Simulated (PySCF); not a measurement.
Cartesian coordinates in Å; atom numbers follow the order of the lines, from 1:
```xyz
22

C     3.102   -0.216    1.498
C     2.415   -1.113    0.785
C     0.931   -1.149    0.642
Si    0.361   -0.518   -1.071
Si    0.770    1.801   -1.159
Si   -1.267    2.050    0.011
Si   -1.944   -0.007   -0.948
C    -3.102   -1.157   -0.002
H     4.194   -0.229    1.529
H     2.595    0.565    2.074
H     2.971   -1.871    0.219
H     0.444   -0.520    1.406
H     0.540   -2.174    0.764
H     0.901   -1.400   -2.154
H     2.025    2.356   -0.565
H     0.597    2.327   -2.551
H    -2.098    3.276   -0.202
H    -1.034    1.874    1.482
H    -2.471    0.283   -2.322
H    -4.084   -0.684    0.149
H    -2.681   -1.398    0.985
H    -3.252   -2.097   -0.555
```

Geometry: PBE0-D3(BJ)/def2-SVP; GIAO absolute shieldings from PySCF 2.14.0 with density-fitted response routines, gas phase, non-relativistic, averaged over equivalent atoms.

At PBE0/pcSseg-1 (234 basis functions, 50 s wall time on 1 thread of an Arm Neoverse V1, shared host):
```json
{"atoms": "C2", "σ (ppm)": "40.0"}
{"atoms": "C1", "σ (ppm)": "63.0"}
{"atoms": "C3", "σ (ppm)": "165.6"}
{"atoms": "C8", "σ (ppm)": "190.7"}
{"atoms": "Si4", "σ (ppm)": "400.4"}
{"atoms": "Si7", "σ (ppm)": "411.0"}
{"atoms": "Si6", "σ (ppm)": "448.2"}
{"atoms": "Si5", "σ (ppm)": "461.9"}
{"atoms": "H11", "σ (ppm)": "25.30"}
{"atoms": "H10", "σ (ppm)": "26.01"}
{"atoms": "H9", "σ (ppm)": "26.05"}
{"atoms": "H14", "σ (ppm)": "26.81"}
{"atoms": "H19", "σ (ppm)": "26.96"}
{"atoms": "H17", "σ (ppm)": "27.26"}
{"atoms": "H18", "σ (ppm)": "27.42"}
{"atoms": "H15", "σ (ppm)": "27.48"}
{"atoms": "H16", "σ (ppm)": "27.72"}
{"atoms": "H13", "σ (ppm)": "29.25"}
{"atoms": "H12", "σ (ppm)": "29.66"}
{"atoms": "H20/H21/H22", "σ (ppm)": "30.83"}
```

**Question.** Predict the values at mPW1PW91/pcSseg-1 on the same geometry.

**Answer.** 
```json
{"atoms": "C2", "σ at mPW1PW91/pcSseg-1": "39.3", "change": "-0.7"}
{"atoms": "C1", "σ at mPW1PW91/pcSseg-1": "62.2", "change": "-0.8"}
{"atoms": "C3", "σ at mPW1PW91/pcSseg-1": "164.9", "change": "-0.7"}
{"atoms": "C8", "σ at mPW1PW91/pcSseg-1": "189.7", "change": "-1.0"}
{"atoms": "Si4", "σ at mPW1PW91/pcSseg-1": "398.0", "change": "-2.4"}
{"atoms": "Si7", "σ at mPW1PW91/pcSseg-1": "408.6", "change": "-2.4"}
{"atoms": "Si6", "σ at mPW1PW91/pcSseg-1": "445.1", "change": "-3.1"}
{"atoms": "Si5", "σ at mPW1PW91/pcSseg-1": "458.4", "change": "-3.5"}
{"atoms": "H11", "σ at mPW1PW91/pcSseg-1": "25.38", "change": "+0.08"}
{"atoms": "H10", "σ at mPW1PW91/pcSseg-1": "26.08", "change": "+0.07"}
{"atoms": "H9", "σ at mPW1PW91/pcSseg-1": "26.11", "change": "+0.06"}
{"atoms": "H14", "σ at mPW1PW91/pcSseg-1": "26.90", "change": "+0.09"}
{"atoms": "H19", "σ at mPW1PW91/pcSseg-1": "27.05", "change": "+0.09"}
{"atoms": "H17", "σ at mPW1PW91/pcSseg-1": "27.34", "change": "+0.08"}
{"atoms": "H18", "σ at mPW1PW91/pcSseg-1": "27.51", "change": "+0.09"}
{"atoms": "H15", "σ at mPW1PW91/pcSseg-1": "27.56", "change": "+0.08"}
{"atoms": "H16", "σ at mPW1PW91/pcSseg-1": "27.80", "change": "+0.08"}
{"atoms": "H13", "σ at mPW1PW91/pcSseg-1": "29.32", "change": "+0.07"}
{"atoms": "H12", "σ at mPW1PW91/pcSseg-1": "29.72", "change": "+0.06"}
{"atoms": "H20/H21/H22", "σ at mPW1PW91/pcSseg-1": "30.88", "change": "+0.05"}
```

The largest change is at Si5 (silicon bonded to 2 Si, 2 H, in a 4-membered ring). Cost: 234 basis functions, 44 s wall time on 1 thread of an Arm Neoverse V1, shared host. The order of the carbon signals is the same at both levels.
